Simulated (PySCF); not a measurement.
F6W, triplet, at a GFN2-xTB geometry (such geometries of metal compounds can be far from the true shape) (the multiplicity is a formal guess) (core potentials on W), with bond 7-1 at 3.0 times its length; PBE/def2-SV(P) in PySCF.

The PySCF input:
```python
from pyscf import gto, scf, dft

mol = gto.M(
    atom='''
W    -0.00000000    0.00000000   -0.00000000
F     1.07802634   -0.71487218   -1.53249694
F    -1.07802634    0.71487218    1.53249694
F    -1.14074725    0.76591483   -1.15973268
F    -0.80247594   -1.79471434   -0.39593272
F     0.80247594    1.79471434    0.39593272
F     3.42224175   -2.29774449    3.47919804
''',
    basis='def2-sv(p)',
    ecp={'W': 'def2-sv(p)'},
    spin=2,
    verbose=4,
)

mf = dft.UKS(mol)
mf.xc = 'pbe'
mf.kernel()
mo_i, mo_e, stable_i, stable_e = mf.stability(internal=True, external=False, return_status=True, nroots=6, tol=1e-6)
print('internally stable:', stable_i, ' externally stable:', stable_e)
if not stable_i:
    umf = mf.copy()
    umf.scf_summary = {}
    umf.kernel(umf.make_rdm1(mo_i, mf.mo_occ))
mf.analyze()
```

What the program printed (banner, timings and long lists left out):

```
PySCF version 2.14.0

[INPUT] verbose = 4
[INPUT] num. atoms = 7
[INPUT] num. electrons = 68
[INPUT] charge = 0
[INPUT] spin (= nelec alpha-beta = 2S) = 2
[INPUT] symmetry False subgroup None
[INPUT] Mole.unit = angstrom
[INPUT] Symbol           X                Y                Z      unit          X                Y                Z       unit  Magmom
[...]
nuclear repulsion = 365.217424671237
number of shells = 47
number of NR pGTOs = 194
number of NR cGTOs = 109
basis = def2-sv(p)
ecp = {'W': 'def2-sv(p)'}

******** <class 'pyscf.dft.uks.UKS'> ********
method = UKS
initial guess = minao
damping factor = 0
level_shift factor = 0
DIIS = <class 'pyscf.scf.diis.CDIIS'>
diis_start_cycle = 1
diis_space = 8
diis_damp = 0
SCF conv_tol = 1e-09
SCF conv_tol_grad = None
SCF max_cycles = 50
direct_scf = True
direct_scf_tol = 1e-13
number electrons alpha = 35  beta = 33
XC library pyscf.dft.libxc version 7.1.2
    S. Lehtola, C. Steigemann, M. J. T. Oliveira, and M. A. L. Marques,  SoftwareX 7, 1–5 (2018)
XC functionals = pbe
    J. P. Perdew, K. Burke, and M. Ernzerhof,  Phys. Rev. Lett. 77, 3865 (1996)
    J. P. Perdew, K. Burke, and M. Ernzerhof,  Phys. Rev. Lett. 78, 1396 (1997)
    J. P. Perdew, K. Burke, and M. Ernzerhof,  Phys. Rev. Lett. 77, 3865 (1996)
    J. P. Perdew, K. Burke, and M. Ernzerhof,  Phys. Rev. Lett. 78, 1396 (1997)
radial grids:
    Treutler-Ahlrichs [JCP 102, 346 (1995); DOI:10.1063/1.469408] (M4) radial grids

becke partition: Becke, JCP 88, 2547 (1988); DOI:10.1063/1.454033
pruning grids: <function nwchem_prune>
grids dens level: 3
symmetrized grids: False
atomic radii adjust function: <function treutler_atomic_radii_adjust>
small_rho_cutoff = 0
Set gradient conv threshold to 3.16228e-05
tot grids = 109880
init E= -652.805749814175

cycle= 1 E= -664.499373936628  delta_E= -11.7  |g|= 1.21  |ddm|= 5.11

cycle= 2 E= -650.330604414366  delta_E= 14.2  |g|= 4.86  |ddm|= 5.31
cycle= 3 E= -663.786097058202  delta_E= -13.5  |g|= 1.95  |ddm|= 4.86

cycle= 4 E= -665.057550092951  delta_E= -1.27  |g|= 0.481  |ddm|= 1.91

cycle= 5 E= -665.145837756642  delta_E= -0.0883  |g|= 0.169  |ddm|= 0.508

cycle= 6 E= -665.15657739455  delta_E= -0.0107  |g|= 0.0484  |ddm|= 0.13

cycle= 7 E= -665.156865214838  delta_E= -0.000288  |g|= 0.0376  |ddm|= 0.0736

cycle= 8 E= -665.157400676825  delta_E= -0.000535  |g|= 0.0117  |ddm|= 0.0584

cycle= 9 E= -665.157457954271  delta_E= -5.73e-05  |g|= 0.00171  |ddm|= 0.014

cycle= 10 E= -665.157459008629  delta_E= -1.05e-06  |g|= 0.000936  |ddm|= 0.00175

cycle= 11 E= -665.157459044981  delta_E= -3.64e-08  |g|= 0.000903  |ddm|= 0.00119

cycle= 12 E= -665.157459383067  delta_E= -3.38e-07  |g|= 0.000119  |ddm|= 0.000706

cycle= 13 E= -665.157459392479  delta_E= -9.41e-09  |g|= 7.25e-05  |ddm|= 0.000266

cycle= 14 E= -665.157459395336  delta_E= -2.86e-09  |g|= 4.51e-05  |ddm|= 0.000102

cycle= 15 E= -665.157459399898  delta_E= -4.56e-09  |g|= 3.64e-05  |ddm|= 0.000207

cycle= 16 E= -665.157459403964  delta_E= -4.07e-09  |g|= 3.63e-05  |ddm|= 0.000197

cycle= 17 E= -665.157459406453  delta_E= -2.49e-09  |g|= 3.63e-05  |ddm|= 0.000121

cycle= 18 E= -665.157459409625  delta_E= -3.17e-09  |g|= 3.6e-05  |ddm|= 0.000153

cycle= 19 E= -665.15745942652  delta_E= -1.69e-08  |g|= 3.59e-05  |ddm|= 0.00082

cycle= 20 E= -665.157459488008  delta_E= -6.15e-08  |g|= 3.68e-05  |ddm|= 0.00302

cycle= 21 E= -665.157459603034  delta_E= -1.15e-07  |g|= 3.71e-05  |ddm|= 0.00578

cycle= 22 E= -665.157459618433  delta_E= -1.54e-08  |g|= 3.6e-05  |ddm|= 0.000785

cycle= 23 E= -665.15745961984  delta_E= -1.41e-09  |g|= 3.61e-05  |ddm|= 7.3e-05

cycle= 24 E= -665.157459605275  delta_E= 1.46e-08  |g|= 3.54e-05  |ddm|= 0.00075

cycle= 25 E= -665.15745983264  delta_E= -2.27e-07  |g|= 4.81e-05  |ddm|= 0.012

cycle= 26 E= -665.157459813026  delta_E= 1.96e-08  |g|= 4.15e-05  |ddm|= 0.00109

cycle= 27 E= -665.157459809967  delta_E= 3.06e-09  |g|= 3.87e-05  |ddm|= 0.000198

cycle= 28 E= -665.157459940152  delta_E= -1.3e-07  |g|= 4.23e-05  |ddm|= 0.00715

cycle= 29 E= -665.157459940331  delta_E= -1.79e-10  |g|= 3.79e-05  |ddm|= 0.000188

cycle= 30 E= -665.157459966762  delta_E= -2.64e-08  |g|= 4.54e-05  |ddm|= 0.00146

cycle= 31 E= -665.157460030295  delta_E= -6.35e-08  |g|= 3.54e-05  |ddm|= 0.00356

cycle= 32 E= -665.157460027509  delta_E= 2.79e-09  |g|= 3.43e-05  |ddm|= 0.000198

cycle= 33 E= -665.15746010017  delta_E= -7.27e-08  |g|= 3.5e-05  |ddm|= 0.00415

cycle= 34 E= -665.157460333252  delta_E= -2.33e-07  |g|= 6.04e-05  |ddm|= 0.0137

cycle= 35 E= -665.157460437444  delta_E= -1.04e-07  |g|= 6.57e-05  |ddm|= 0.00617

cycle= 36 E= -665.157460594532  delta_E= -1.57e-07  |g|= 6e-05  |ddm|= 0.00926

cycle= 37 E= -665.157460165664  delta_E= 4.29e-07  |g|= 0.00013  |ddm|= 0.0255

cycle= 38 E= -665.157460470198  delta_E= -3.05e-07  |g|= 4.15e-05  |ddm|= 0.0179

cycle= 39 E= -665.15746094861  delta_E= -4.78e-07  |g|= 0.000205  |ddm|= 0.0299

cycle= 40 E= -665.157461331328  delta_E= -3.83e-07  |g|= 0.000353  |ddm|= 0.0238

cycle= 41 E= -665.157460821608  delta_E= 5.1e-07  |g|= 9.98e-05  |ddm|= 0.033

cycle= 42 E= -665.157460828286  delta_E= -6.68e-09  |g|= 0.000136  |ddm|= 0.00065

cycle= 43 E= -665.157460667235  delta_E= 1.61e-07  |g|= 0.000177  |ddm|= 0.00947

cycle= 44 E= -665.157460588755  delta_E= 7.85e-08  |g|= 0.000174  |ddm|= 0.00469

cycle= 45 E= -665.157460259816  delta_E= 3.29e-07  |g|= 0.000137  |ddm|= 0.0194

cycle= 46 E= -665.157460238605  delta_E= 2.12e-08  |g|= 0.000136  |ddm|= 0.00124

cycle= 47 E= -665.157460087187  delta_E= 1.51e-07  |g|= 6.83e-05  |ddm|= 0.00868

cycle= 48 E= -665.15746009227  delta_E= -5.08e-09  |g|= 4.61e-05  |ddm|= 0.000489

cycle= 49 E= -665.157457145716  delta_E= 2.95e-06  |g|= 0.00185  |ddm|= 0.0894

cycle= 50 E= -665.157456392055  delta_E= 7.54e-07  |g|= 0.00223  |ddm|= 0.0115
SCF not converged.
SCF energy = -665.157456392055 after 50 cycles  <S^2> = 2.0043442  2S+1 = 3.0028947
uhf_internal: lowest eigs of H = [0.00032814 0.00194116 0.03051496 0.03201668 0.0425592  0.04902986]
<class 'pyscf.dft.uks.UKS'> wavefunction is stable in the internal stability analysis
internally stable: True  externally stable: None
**** SCF Summaries ****
Total Energy =                        -665.157456392055110
Nuclear Repulsion Energy =             365.217424671236870
One-electron Energy =                -1676.072259325798768
Two-electron Energy =                  645.697378262506732
Two-electron Coulomb Energy =          715.262103298006537
DFT Exchange-Correlation Energy =      -69.564725035499777
**** MO energy ****
                             alpha | beta                alpha | beta
[...]
spin_pop of  0 W 5s        0.00031
spin_pop of  0 W 6s        0.00846
spin_pop of  0 W 7s        0.00117
spin_pop of  0 W 8s       -0.00000
spin_pop of  0 W 9s        0.00019
spin_pop of  0 W 10s        0.00034
spin_pop of  0 W 5px       0.00272
spin_pop of  0 W 5py       0.00161
spin_pop of  0 W 5pz       0.00166
spin_pop of  0 W 6px       0.00186
spin_pop of  0 W 6py      -0.00038
spin_pop of  0 W 6pz      -0.00019
spin_pop of  0 W 7px       0.00129
spin_pop of  0 W 7py      -0.00001
spin_pop of  0 W 7pz       0.00011
spin_pop of  0 W 5dxy      0.20356
spin_pop of  0 W 5dyz      0.04239
spin_pop of  0 W 5dz^2     0.33427
spin_pop of  0 W 5dxz      0.01784
spin_pop of  0 W 5dx2-y2    0.17938
spin_pop of  0 W 6dxy      0.02278
spin_pop of  0 W 6dyz      0.00184
spin_pop of  0 W 6dz^2     0.03310
spin_pop of  0 W 6dxz      0.00237
spin_pop of  0 W 6dx2-y2    0.04813
spin_pop of  1 F 1s        0.00000
spin_pop of  1 F 2s        0.00016
spin_pop of  1 F 3s        0.00036
spin_pop of  1 F 2px       0.00367
spin_pop of  1 F 2py      -0.00548
spin_pop of  1 F 2pz       0.00441
spin_pop of  1 F 3px       0.00370
spin_pop of  1 F 3py       0.00041
spin_pop of  1 F 3pz       0.00182
spin_pop of  1 F 3dxy      0.00004
spin_pop of  1 F 3dyz      0.00002
spin_pop of  1 F 3dz^2     0.00008
spin_pop of  1 F 3dxz      0.00003
spin_pop of  1 F 3dx2-y2    0.00001
spin_pop of  2 F 1s        0.00000
spin_pop of  2 F 2s        0.00016
spin_pop of  2 F 3s        0.00119
spin_pop of  2 F 2px       0.00320
spin_pop of  2 F 2py      -0.00237
spin_pop of  2 F 2pz       0.00177
spin_pop of  2 F 3px       0.00294
spin_pop of  2 F 3py       0.00090
spin_pop of  2 F 3pz       0.00174
spin_pop of  2 F 3dxy      0.00005
spin_pop of  2 F 3dyz      0.00002
spin_pop of  2 F 3dz^2     0.00009
spin_pop of  2 F 3dxz      0.00002
spin_pop of  2 F 3dx2-y2    0.00001
spin_pop of  3 F 1s       -0.00000
spin_pop of  3 F 2s        0.00049
spin_pop of  3 F 3s        0.00005
spin_pop of  3 F 2px       0.03375
spin_pop of  3 F 2py       0.00763
spin_pop of  3 F 2pz       0.00762
spin_pop of  3 F 3px       0.00650
spin_pop of  3 F 3py       0.00148
spin_pop of  3 F 3pz       0.00230
spin_pop of  3 F 3dxy     -0.00000
spin_pop of  3 F 3dyz      0.00007
spin_pop of  3 F 3dz^2     0.00006
spin_pop of  3 F 3dxz      0.00000
spin_pop of  3 F 3dx2-y2    0.00008
spin_pop of  4 F 1s        0.00000
spin_pop of  4 F 2s        0.00016
spin_pop of  4 F 3s        0.00088
spin_pop of  4 F 2px       0.00250
spin_pop of  4 F 2py      -0.00393
spin_pop of  4 F 2pz       0.00399
spin_pop of  4 F 3px       0.00244
spin_pop of  4 F 3py       0.00056
spin_pop of  4 F 3pz       0.00137
spin_pop of  4 F 3dxy      0.00005
spin_pop of  4 F 3dyz      0.00001
spin_pop of  4 F 3dz^2     0.00007
spin_pop of  4 F 3dxz      0.00001
spin_pop of  4 F 3dx2-y2    0.00002
spin_pop of  5 F 1s        0.00000
spin_pop of  5 F 2s        0.00016
spin_pop of  5 F 3s        0.00030
spin_pop of  5 F 2px       0.00387
spin_pop of  5 F 2py      -0.00154
spin_pop of  5 F 2pz       0.00022
spin_pop of  5 F 3px       0.00327
spin_pop of  5 F 3py       0.00075
spin_pop of  5 F 3pz       0.00074
spin_pop of  5 F 3dxy      0.00007
spin_pop of  5 F 3dyz      0.00001
spin_pop of  5 F 3dz^2     0.00006
spin_pop of  5 F 3dxz      0.00001
spin_pop of  5 F 3dx2-y2    0.00002
spin_pop of  6 F 1s       -0.00000
spin_pop of  6 F 2s        0.00021
spin_pop of  6 F 3s       -0.00048
spin_pop of  6 F 2px       0.55391
spin_pop of  6 F 2py       0.00430
spin_pop of  6 F 2pz       0.44027
spin_pop of  6 F 3px       0.00081
spin_pop of  6 F 3py       0.00017
spin_pop of  6 F 3pz       0.00068
spin_pop of  6 F 3dxy      0.00000
spin_pop of  6 F 3dyz      0.00000
spin_pop of  6 F 3dz^2     0.00001
spin_pop of  6 F 3dxz      0.00021
spin_pop of  6 F 3dx2-y2    0.00007
In total            35.00000 | 33.00000
Dipole moment(X, Y, Z, Debye):  1.39357, -0.93590,  1.41604
```

The run did not converge; its last values are not results.
